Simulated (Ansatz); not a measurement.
Ca4O4⁺, relaxed as a doublet with UKS PBE-D4/def2-SVP in Ansatz, starting from the PBE-D4/def2-SVP geometry of the neutral singlet. Force threshold 0.02 eV/Å.

The structure comes from a short search, and lower isomers may exist.

Start:

Cartesian coordinates in Å:
```
Ca -0.1889 -0.4973 2.6927
Ca -2.7359 -0.2055 -0.2307
Ca 0.1853 0.5412 -2.6844
Ca 2.7395 0.1564 0.2215
O 1.9626 0.4723 -1.6544
O -1.9625 -0.4699 1.6548
O -1.7120 0.2281 -1.9587
O 1.7119 -0.2253 1.9593
```

```csv
step,energy (eV),largest force component (eV/Å),SCF passes
1,-81896.7249,0.151,29
2,-81896.7326,0.012,28
```

Force components are those of the run's own axes.

End:

```xyz
8

Ca   -0.188   -0.493    2.673
Ca   -2.715   -0.202   -0.229
Ca    0.184    0.538   -2.665
Ca    2.718    0.157    0.220
O     1.961    0.471   -1.654
O    -1.961   -0.471    1.654
O    -1.710    0.227   -1.958
O     1.710   -0.227    1.958
```

By distances, no bond broke or formed. The bond that changes most is Ca1–O8, from 2.06 to 2.05 Å (atoms count from 1).

No frequencies were taken in this run, so the end may be a saddle point.

Hardware: 4 threads of Intel Xeon Platinum 8259CL on a shared host. Wall time 7.5 s.
